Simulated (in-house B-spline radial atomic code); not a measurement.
RPA and G0W0 on Hartree-Fock: S II (S+)

Configuration [Ne] 3s2 3p3, highest spin, mean-field start Hartree-Fock. Computed with a B-spline radial code for spherical atoms: all electrons, scalar-relativistic (spin-free one-electron X2C), finite nucleus, each spin shell either full or empty, empty states to l = 9 with an (l + 1/2)⁻⁴ tail; G0W0 by contour deformation at full frequency.

Command:
```bash
python run_gw.py task.json out
```
Settings (radii: box in bohr, nucleus in fm):
```
Z                        16
electrons                15
configuration            [Ne] 3s2 3p3
hamiltonian              x2c
method                   hf
lmax                     9
rms_radius               3.2611
spin_polarised           True
box_radius               23.78
intervals                72
```

Run time, properties included: 1.3 s on 1 thread of Intel(R) Xeon(R) 6975P-C (shared host).

Energies (hartree):

```csv
term,value
mean-field total,-398.25941
Hartree-Fock functional on these orbitals,-398.25941
direct second order,-0.853
second-order exchange,0.31236
SOSEX correction,0.28987
```

Problem. What is the RPA correlation energy, and what remains with SOSEX?

Solution. RPA gives -0.76965 hartree (-1.4 eV per electron); RPA + SOSEX gives -0.47978, and the second-order doubles (MP2) -0.54065 hartree. SOSEX takes back 38 % of the RPA value.

Quasi-particle levels (eV):

| level | occupied | mean field | Σx - vxc | Σc | QP weight | G0W0 |
| --- | --- | --- | --- | --- | --- | --- |
| 3p up | yes | -23.454 | 0.00 | ? | ? | ? |
| 3s down | yes | -29.185 | 0.00 | -1.61 | 0.950 | -30.80 |
| 2p down | yes | -192.48 | 0.00 | 4.77 | 0.923 | -187.71 |
| 3p down | no | -8.333 | 0.00 | -1.79 | 0.962 | -10.127 |

G0W0 = mean field + (Σx - vxc) + Σc, with Σc (partial-wave tail included) taken at the quasi-particle energy. Only the outer levels were computed. Levels of low weight are left out.

Problem. Where does G0W0 put 3p up?

Solution. At -23.774 eV, with Σc = -0.32 eV and a quasi-particle weight of 0.955. The tabulated removal energy is 23.338 eV (NIST, measured); the calculation leaves out spin-orbit coupling, Breit and QED terms, and what these don't explain is the method's own error.
